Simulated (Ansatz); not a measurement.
`FCC(F)I` + `O[SiH3]` → `FC(I)O[SiH3]` + `CF`  (substitution at a C–C bond)

Calculated with Ansatz (gas phase, PBE0-D4/def2-TZVP geometries, no zero-point term in ΔE). CBS: MP2 limit from def2 TZ/QZ plus the TZ coupled-cluster correction, frozen cores. This one scheme is used for every species. Functionals use def2-TZVPP. Elements past krypton have def2 core potentials. For I outer-core shells are correlated without core-valence functions, which leaves a few kJ/mol of doubt a bond. Each species was taken in one conformer, which may not be the lowest.

```csv
species,r2SCAN-D4 energy (Eh)
`FCC(F)I`,-575.50700
`O[SiH3]`,-367.13151
`FC(I)O[SiH3]`,-802.89850
`CF`,-139.73237
```

Question: Work out ΔE.

Answer: ΔE = (-802.89850) + (-139.73237) − (-575.50700) − (-367.13151) = 0.00764 Eh = +0.21 eV. CCSD(T)/CBS gives +0.31 eV.

Largest T1 diagnostic among the species: 0.011.

From BLYP to BHLYP (50 % exact exchange), in def2-TZVPP and without D4, ΔE moves by +0.07 eV. The D4 term adds −0.05 eV with B3LYP and −0.03 eV with PBE0; it sums over pairs of atoms, weighted by their polarisabilities, and B3LYP, whose exchange is more repulsive, gets the larger term. At CCSD(T), def2-SVP lies −0.21 eV from the extrapolated value and def2-TZVPP −0.02 eV.

B3LYP here is the variant with VWN-RPA as its local correlation; programs differ in this.
